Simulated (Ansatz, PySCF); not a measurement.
Pair of molecules: CH5N (SMILES CN) (first 7 atoms) with H4OSi (SMILES O[SiH3]); geometry from B3LYP-D3(BJ)/def2-TZVP, rigid monomers moved along the line of their centres of mass till N2···H10 is 2.52 Å.
(charge 0, multiplicity 1):
```xyz
13

C      0.2380    -0.3606    -0.1201
N     -0.2685     0.9711     0.2359
H     -0.4584    -1.1158     0.2446
H      1.1923    -0.5243     0.3807
H      0.3809    -0.5119    -1.1949
H     -1.1639     1.1479    -0.2046
H      0.3660     1.6961    -0.0786
O     -0.5513     0.9631     3.7291
Si    -0.1140    -0.4180     4.4842
H     -0.4846     1.0026     2.7426
H     -0.9324    -1.5852     4.0527
H     -0.2995    -0.2189     5.9385
H      1.3083    -0.7791     4.2285
```

Monomers are frozen at their geometry in the pair; levels with a basis set take the counterpoise correction.

Frozen-core correlation.

Run with Ansatz (an electronic-structure program) with Gaussian orbitals; PySCF for the dispersion terms. Values without a source in brackets are computed.

Give the interaction energy at the level B3LYP-D3(BJ)/def2-TZVPPD.

-28 kJ/mol
